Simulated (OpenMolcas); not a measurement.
What dynamic correlation does to the levels of N IV

```yaml
Program: OpenMolcas
Basis: ANO-RCC [8s7p4d3f2g]
Scalar_Hamiltonian: DKH2, point nucleus
Active_space: 2 electrons in 8 orbitals (2s 2p 3s 3p)
State_averaging: 2S+1 = 3 even, 3 roots; 2S+1 = 1 even, 7 roots; 2S+1 = 3 odd, 3 roots; 2S+1 = 1 odd, 3 roots
Spin-orbit_coupling: state interaction with AMFI integrals over the reference wave functions, term energies averaged over their components
```

Methods on the same reference wave functions:
A. CASSCF
B. SS-CASPT2, IPEA 0.25 Eh, imaginary shift 0.1 Eh (closed shells correlated: 1s)
C. MS-CASPT2, IPEA 0.25 Eh, imaginary shift 0.1 Eh (closed shells correlated: 1s)

Energies in cm⁻¹ above 2s² ¹S₀, the measured ground level; measured values from Moore, Selected Tables of Atomic Spectra, NSRDS-NBS 3, section 4.

```json
{"Level": "2s² ¹S₀", "A": "0.0", "B": "0.0", "C": "0.0", "Measured": "0.0"}
{"Level": "2s 2p ³P°₀", "A": "67820", "B": "67260", "C": "67290", "Measured": "67209"}
{"Level": "2s 2p ³P°₁", "A": "67889", "B": "67330", "C": "67360", "Measured": "67272"}
{"Level": "2s 2p ³P°₂", "A": "68028", "B": "67470", "C": "67490", "Measured": "67416"}
{"Level": "2s 2p ¹P°₁", "A": "141153", "B": "131820", "C": "131850", "Measured": "130694"}
{"Level": "2p² ³P₀", "A": "177291", "B": "175760", "C": "175780", "Measured": "175535"}
{"Level": "2p² ³P₁", "A": "177360", "B": "175830", "C": "175850", "Measured": "175608"}
{"Level": "2p² ³P₂", "A": "177497", "B": "175970", "C": "175990", "Measured": "175733"}
{"Level": "2p² ¹D₂", "A": "198539", "B": "189850", "C": "189870", "Measured": "188882"}
{"Level": "2p² ¹S₀", "A": "244601", "B": "235940", "C": "235990", "Measured": "235369"}
```

Deviations, from unrounded energies. A percentage is the sum of absolute deviations over the sum of measured energies, with the sign that they share, or ± where signs differ.

| Against measurement | Levels | A | B | C |
| --- | --- | --- | --- | --- |
| mean absolute deviation (cm-1) | 9 | 4100 | 390 | 420 |
| other configurations (%) | 9 | +2.8 | +0.3 | +0.3 |

B lies closest to measurement on these levels and A furthest from it. The largest miss of B in the table is 2s 2p ¹P°₁, by +1100 cm-1. The ranking rests on the paired levels alone, and a cruder setting can come out closer through cancelling errors.

Between B and C the level of the table that moves most is 2p² ¹S₀, by 47 cm-1 (lowest in B, highest in C). Moves below CASPT2's spread within the term are not significant.

The mean deviations of B to C differ by less than CASPT2's widest spread within a term (32 cm-1), so their order carries little weight.

The lowest spin-free term lies below A's lowest term by 0.038 hartree in B, 0.038 hartree in C.

CASPT2 does not keep the components of a term degenerate, so their means are used; among the terms shown or strongly mixed into the levels shown the widest spread is 32 cm-1 (2p² ¹D, C). Active for correlation alone: 3p 3s; no level in the range computed is led by a configuration that fills them, so any true level of that kind is missing. Computed and measured levels are paired by configuration, term and J; levels that our copy of the source lacks, or whose pairing is in doubt (as where it misses far off the trend of its configuration), stay unpaired and out of the deviations. Levels of configurations outside the active space are missing.

° marks odd parity.
